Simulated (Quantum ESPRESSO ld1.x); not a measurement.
Question: Tl XVI, 66 electrons, occupied as [Kr] 4d10 4f14 5s2 5p4. Method: scalar-relativistic Kohn-Sham, LDA (Slater exchange, VWN5 correlation), spin-polarised, spherical densities, point nucleus; open shells are filled with parallel spins first; computed with ld1.x of Quantum ESPRESSO 7.5. Some entries of the table are withheld. Estimate them.

orbital  occ.  eigenvalue (Ry)  r(max) (bohr)  <1/r> (bohr^-1)
1s up       1       -6312.5175          0.010            99.46
1s down     1       -6312.4870          0.010            99.46
2s up       1       -1142.9379          0.058            23.34
2s down     1       -1142.9200          0.058            23.34
2p up       3        -986.5018          0.049            20.59
2p down     3        -986.4772          0.049            20.59
3s up       1        -289.9039          0.164            8.652
3s down     1        -289.8840          0.164            8.652
3p up       3        -244.8866          0.164            7.850
3p down     3        -244.8647          0.164            7.850
3d up       5        -198.2666          0.133            7.378
3d down     5        -198.2455          0.133            7.378
4s up       1         -81.8772          0.370            3.730
4s down     1         -81.8421          0.370            3.731
4p up       3         -67.0788          0.388            3.360
4p down     3         -67.0398          0.388            3.361
4d up       5              (1)          0.394            3.025
4d down     5              (2)          0.394            3.028
5s up       1         -30.5195          0.785            1.667
4f up       7         -30.5111          0.355            2.650
4f down     7         -30.4534          0.355            2.655
5s down     1         -30.3130          0.785            1.670
5p up       3         -25.9013          0.857            1.492
5p down     1         -25.6844          0.857            1.493

Answer: 
(1) 4d up eigenvalue (Ry): -49.7501
(2) 4d down eigenvalue (Ry): -49.7040
